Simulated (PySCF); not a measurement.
Compound: C6H11P.
Numbering: `[CH2:1]=[P:2][CH:3]1[CH2:4][CH2:5][CH2:6][CH2:7]1`

Geometry (GFN2-xTB, Å), atoms numbered from 1 in this order:
```xyz
18
C6H11P angstrom
C      3.2242   -0.0115    0.1680
P      1.9742   -0.5652   -0.7775
C      0.4960   -0.2319    0.3292
C     -0.1521    1.1181   -0.0313
C     -1.6465    0.8833    0.1591
C     -1.8333   -0.5304   -0.3822
C     -0.6174   -1.2881    0.1564
H      3.0977    0.3883    1.1613
H      4.2330   -0.0440   -0.2075
H      0.8372   -0.2172    1.3681
H      0.2351    1.9317    0.5809
H      0.0465    1.3608   -1.0795
H     -2.2557    1.6199   -0.3630
H     -1.8979    0.9129    1.2209
H     -2.7736   -0.9817   -0.0683
H     -1.8095   -0.5084   -1.4728
H     -0.3149   -2.0900   -0.5193
H     -0.8516   -1.7403    1.1210
```

NICS is the negative of the GIAO shielding at a point without a nucleus: at the ring centre (0) and 1 Å above and below it (1); zz is the component along the ring normal. Level: GIAO PBE0/pcSseg-1 (PySCF, non-relativistic, gas phase) on the GFN2-xTB geometry, one conformer.

Ring bond lengths (Å), with Mayer bond orders in brackets: C3–C4 1.540 (0.98), C4–C5 1.525 (1.03), C5–C6 1.525 (1.03), C6–C7 1.531 (1.04), C7–C3 1.544 (0.98).

Give the NICS values of each ring in ppm.

| ring | type | NICS(0) | NICS(1), two faces | NICS(1)zz, two faces | rms pucker (Å) | centre to ring atoms, mean (Å) |
| --- | --- | --- | --- | --- | --- | --- |
| C3–C4–C5–C6–C7 | 5-membered carbocycle; formal bonds all single | -5.7 | -3.9 / -4.1 | -4.4 / -3.8 | 0.18 | 1.28 |

What can be read from them?

- C3–C4–C5–C6–C7: mean NICS(1)zz -4.1 ppm, shielded. C3, C4, C5, C6, C7 have four or more neighbours, so the value isn't read as a sign of a π ring current.

What field does 1 T along the ring normal induce along that normal at the first NICS(1) probe listed for ring C3–C4–C5–C6–C7, 1 Å off the ring?

NICSzz × B0 = -4.4 ppm × 1 T = -4 μT, against the applied field.

Give the inner angles of the rings and the Hirshfeld charges of the ring atoms.

- C3–C4–C5–C6–C7: C3 105.7° (-0.069 e), C4 104.4° (-0.074 e), C5 102.6° (-0.070 e), C6 103.7° (-0.070 e), C7 105.9° (-0.075 e); sum 522.2° against 540° for a flat convex ring.
